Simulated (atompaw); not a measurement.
u(r) = r·R(r): atom against pseudo-atom (iron (Fe))

Columns: radius, all-electron u(r) and pseudo u(r) of the 4p shell (level -1.30 eV) of iron in the configuration [Ar] 3d6 4s2 4p0; PBEsol, scalar-relativistic, PAW (atompaw) scheme, atompaw 4.2.0.5.

```csv
r (bohr),all-electron,pseudo
0.108,0.0964,0.0019
0.215,0.0695,0.0077
0.323,-0.0312,0.0171
0.431,-0.1194,0.0301
0.538,-0.1668,0.0461
0.646,-0.1754,0.0650
0.754,-0.1548,0.0865
0.862,-0.1155,0.1099
0.969,-0.0666,0.1346
1.077,-0.0126,0.1607
1.185,0.0420,0.1874
1.292,0.0946,0.2141
1.400,0.1448,0.2409
1.508,0.1915,0.2671
1.615,0.2339,0.2923
1.723,0.2727,0.3168
1.831,0.3076,0.3399
1.938,0.3386,0.3615
2.046,0.3663,0.3819
2.154,0.3907,0.4006
2.262,0.4119,0.4178
2.369,0.4301,0.4332
2.477,0.4458,0.4471
2.585,0.4589,0.4593
2.692,0.4695,0.4696
2.800,0.4782,0.4782
```

Task: How many radial nodes do the two functions have?

Result: The all-electron 4p function has n − l − 1 = 2; the pseudo-wave has 0, since the states of the same l below it are removed with the core.

Task: Is the pseudo-wave norm-conserving?

Result: No, it belongs to a PAW set: the norm inside the radius is not constrained, and the difference is carried by the augmentation charge.
